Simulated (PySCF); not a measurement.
# Correlation energy of Re⁺ (rhenium, charge +1)

[Xe] 4f14 5d4 6s1 7s1, high-spin 7D determinant (an excited configuration). Computed with PySCF 2.14 in aug-cc-pwCVDZ-PP with ECP60MDF, with a scalar-relativistic core potential. Frozen: 5s2 5p6; 6 electrons correlated.

```
  level  correlation energy (mhartree)
   CCSD                         -60.31
    (T)                          -1.33
CCSD(T)                         -61.64
```

Diagnostics: T1 = 0.011, D1 = 0.0375, largest double amplitude 0.174.

Spin-orbit coupling, absent here, splits the open shell strongly. The outer electron is Rydberg-like, and this basis confines it to a smaller radius and binds it less than a complete one would. A double-excitation amplitude exceeds 0.15, a sign of near-degeneracy.

Cost of the coupled-cluster step: roughly 11 core-seconds, for 6 correlated electrons.
